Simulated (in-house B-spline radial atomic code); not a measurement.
A run on neutral thulium (an excited or competing configuration) that did not converge. Method: scalar-relativistic (X2C) PBE, spin-polarised, spherical fractional occupations, Fermi nucleus of rms radius 5.2256 fm; computed with a B-spline radial code for spherical atoms. In the input, 2p2,3 would mean two up and three down electrons.

Command:
```bash
python run_scf.py task.json out
```
Settings (nuclear radius in fm, mass in u):
```
Z                69
configuration    1s2 2s2 2p6 3s2 3p6 3d10 4s2 4p6 4d10 4f14 5s2 5p6 6s0,1
hamiltonian      x2c
method           pbe,pbe
spin_polarised   True
nucleus          fermi
rms_radius       5.2256
atomic_mass      168.93422
speed_of_light   137.035999084
```

First and last ten iterations of the last attempt (damped for 15 steps, keeping 80 % of the old Fock matrix, then DIIS):
```
 iter        energy (Eh)    residual
    1      -13565.044421    4.94e-01
    2      -13449.669958    1.03e+00
    3      -13559.919318    4.61e-01
    4      -13565.747813    1.62e-01
    5      -13567.013799    5.27e-02
    6      -13567.138749    3.74e-02
    7      -13567.172502    2.75e-02
    8      -13567.193247    2.07e-02
    9      -13567.206287    1.57e-02
   10      -13567.214747    1.16e-02
  111      -13463.849486    9.11e-01
  112      -13465.460325    9.08e-01
  113      -13565.400294    1.85e-01
  114      -13565.083755    2.04e-01
  115      -13467.440049    9.05e-01
  116      -13468.026497    9.05e-01
  117      -13468.455445    9.02e-01
  118      -13468.675904    9.02e-01
  119      -13468.078219    9.03e-01
  120      -13468.069892    9.03e-01
 not converged after 120 iterations
```

The smallest residual met was 7.2e-03; the threshold is about 7e-07. No energy from this run should be used. Time taken, with all properties: 3.4 s on 1 thread of Arm Neoverse V1, on a shared host.
